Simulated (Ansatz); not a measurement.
```xyz
7

F    -0.2859    1.6456    2.0881
Ga   -0.3551    1.1694    0.4033
Cl   -1.1056    2.7371   -0.8403
Ge    0.3339   -1.0427   -0.3079
H     0.4405   -1.0792   -1.8362
H    -0.7173   -2.0548    0.1661
H     1.6895   -1.3754    0.3269
```

Charge 0, multiplicity 1.

**Question.** List the r2SCAN/def2-TZVPP orbital energies in eV (Ansatz 0.2.0). (Best estimate.)

**Answer.** Computed: Occupied: -10834.85, -10123.37, -2753.29, -1349.99, -1245.49, -1200.05, -1200.03, -1200.03, -1101.94, -1101.84, -1101.82, -665.21, -254.66, -193.19, -193.08, -193.06, -168.14, -149.18, -117.86, -117.81, -117.81, -102.13, -101.87, -101.82, -31.12, -31.11, -31.11, -31.04, -31.04, -29.80, -22.13, -21.62, -21.58, -21.56, -21.40, -20.49, -15.04, -11.92, -10.09, -9.69, -9.60, -9.40, -9.36, -8.38, -8.30, -7.74. Lowest empty: -2.37, -1.72, -0.53, 0.27, 0.95, 1.72, 2.21, 3.78.
